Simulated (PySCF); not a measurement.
## How methods differ on the ionisation energy of Xe³⁷⁺

Xe³⁷⁺ [Ne] 3s2 3p5 [3p1/2^2 3p3/2^3, M_J = 3/2] → Xe³⁸⁺ [Ne] 3s2 3p4 [3p1/2^2 3p3/2^2, M_J = 2], as a difference of total energies. Calculation: PySCF 2.14, in an uncontracted even-tempered set (19 s from 7.3 bohr⁻², ratio 2.4; 14 p from 9.5 bohr⁻², ratio 2.4; 5 d from 37 bohr⁻², ratio 2.6; 4 f from 56 bohr⁻², ratio 2.6); the two-component X2C-1e Hamiltonian. Correlated levels: 1s2 frozen; the 56 highest virtual spinors dropped. "Screened" scales the spin-orbit matrix elements by Boettger's factors to mimic the two-electron term; Breit and QED terms are absent.

| method | ionisation energy (eV) |
| --- | --- |
| GHF (spin-free) | 2660.3 |
| GMP2 (spin-free) | 2661.4 |
| GHF (screened spin-orbit) | 2638.1 |
| GMP2 (screened spin-orbit) | 2639.1 |

Breit and QED terms and the two-electron picture change are absent.

The spin-free rows relax to the high-spin LS determinant and lack the spin-orbit shift.

The labels give the starting determinants; with spin-orbit coupling the two ends relaxed to ⟨J²⟩ = 3.75, ⟨L²⟩ = 2.01, ⟨S²⟩ = 0.76 and ⟨J²⟩ = 6.00, ⟨L²⟩ = 3.12, ⟨S²⟩ = 1.45.

For comparison: 2637 ± 4 eV (theoretical estimate listed by NIST; NIST Atomic Spectra Database, ionization energies).
